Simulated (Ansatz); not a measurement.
Relaxation of ClH5MgO2Si (10 atoms, charge 0, multiplicity 1), to a largest force component of 0.03 eV/Å in at most 50 steps.

Level of theory: Ansatz, RKS PBE-D4/6-31G*.

```xyz
10
Properties=species:S:1:pos:R:3:forces:R:3
Mg -1.292 -0.680 -2.317 1.01 1.66 0.37
O -0.279 1.049 -2.198 -0.94 -1.63 0.21
Cl -2.374 -2.556 -2.740 0.00 0.01 0.00
H -0.181 0.900 0.054 0.09 0.15 -0.52
O -0.445 0.303 0.783 -0.19 -0.21 -0.07
Si 0.721 0.060 1.968 0.02 -0.01 -0.01
H 0.618 0.971 -2.580 0.01 0.01 0.01
H 1.788 1.118 1.894 0.00 0.01 0.00
H 1.388 -1.280 1.827 0.00 0.01 0.00
H 0.057 0.116 3.309 0.00 -0.01 0.01
```

Where does it end, and by what steps?

The forces met the threshold. After 23 steps the energy has fallen by 1.353 eV; H4 moved furthest, 1.29 Å. Parted: H4–O5 (0.98 → 1.90 Å). Joined: Mg1–O5 (3.36 → 1.87 Å), O2–H4 (2.26 → 1.00 Å).

| step | energy less start (eV) | largest force component (eV/Å) | accepted |
| --- | --- | --- | --- |
| 0 | 0.0000 | 1.663 | yes |
| 1 | -0.3173 | 0.883 | yes |
| 2 | -0.5155 | 0.737 | yes |
| 3 | -0.6965 | 0.629 | yes |
| 4 | -0.8825 | 0.367 | yes |
| 5 | -0.9487 | 0.828 | yes |
| 6 | -0.9893 | 0.189 | yes |
| 7 | -1.0011 | 0.159 | yes |
| 8 | -1.0091 | 0.126 | yes |
| 9 | -1.0166 | 0.088 | yes |
| 10 | -1.0253 | 0.432 | yes |
| 11 | -1.0702 | 1.024 | yes |
| 12 | -1.1416 | 1.457 | yes |
| 13 | -1.0548 | 2.362 | no |
| 14 | -1.2746 | 0.768 | yes |
| 15 | -1.3308 | 0.224 | yes |
| 16 | -1.3377 | 0.351 | yes |
| 17 | -1.2990 | 1.772 | no |
| 18 | -1.3502 | 0.189 | yes |
| 19 | -1.3518 | 0.175 | yes |
| 20 | -1.3528 | 0.078 | yes |
| 21 | -1.3532 | 0.043 | yes |
| 22 | -1.3532 | 0.051 | no |
| 23 | -1.3534 | 0.011 | yes |

```xyz
10
Properties=species:S:1:pos:R:3
Mg -0.956 -0.682 -1.124
O -0.425 1.139 -1.950
Cl -2.141 -2.228 -2.188
H 0.158 1.245 -1.142
O 0.119 -0.036 0.265
Si 0.641 -0.154 1.826
H 0.127 1.270 -2.746
H 1.695 0.885 2.111
H 1.253 -1.498 2.128
H -0.472 0.058 2.822
```

Run time: 49 s on 2 threads of Intel(R) Xeon(R) Platinum 8375C CPU @ 2.90GHz (Ice Lake) (shared host), peak memory 0.18 GiB.
